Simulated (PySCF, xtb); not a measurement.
CdFCl, SMILES [F][Cd][Cl].

GFN2-xTB in xtb at its own geometry gives an orbital gap of 3.00 eV and a dipole moment of 4.39 D.

Geometry optimised at B3LYP-D3(BJ)/def2-TZVP. The def2 effective core potentials stand for the cores of Cd; spin–orbit coupling is left out.

What does CAM-B3LYP/def2-TZVPD (PySCF) give? (The exact figures need the calculation; the answer reports its results.)

gap 9.00 eV (levels -10.60 and -1.59 eV), dipole 0.59 D.
